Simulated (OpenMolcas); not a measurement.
GaH2O2 (SMILES [OH][Ga][OH]): the vertical ionisation energy from total energies

GaH2O2: 5 atoms, total charge 0, spin state doublet. As SMILES, `[OH][Ga][OH]`. The coordinates come from a PBE0-D4/def2-TZVP relaxation. This is one conformer, not always the lowest.

Both states at this one shape; open shells run unrestricted unless said. 1 Eh = 27.2114 eV.

| level | program | doublet GaH2O2 (Eh) | singlet [GaH2O2]+ (Eh) |
| --- | --- | --- | --- |
| UM06-L/def2-SVPD | OpenMolcas | -2076.097318 | -2075.774120 |
| UB3LYP/6-31G* (spherical functions) | OpenMolcas | -2076.276924 | -2075.945439 |

**Question.** Work out the vertical ionisation energy at each level.

**Answer.** 
1. UM06-L/def2-SVPD: -2075.774120 − (-2076.097318) = 0.323198 Eh = 8.79 eV.
2. UB3LYP/6-31G* (spherical functions): -2075.945439 − (-2076.276924) = 0.331485 Eh = 9.02 eV.

No measured value is set beside it here; the levels span 8.79 to 9.02 eV. All-electron rows are non-relativistic unless named.
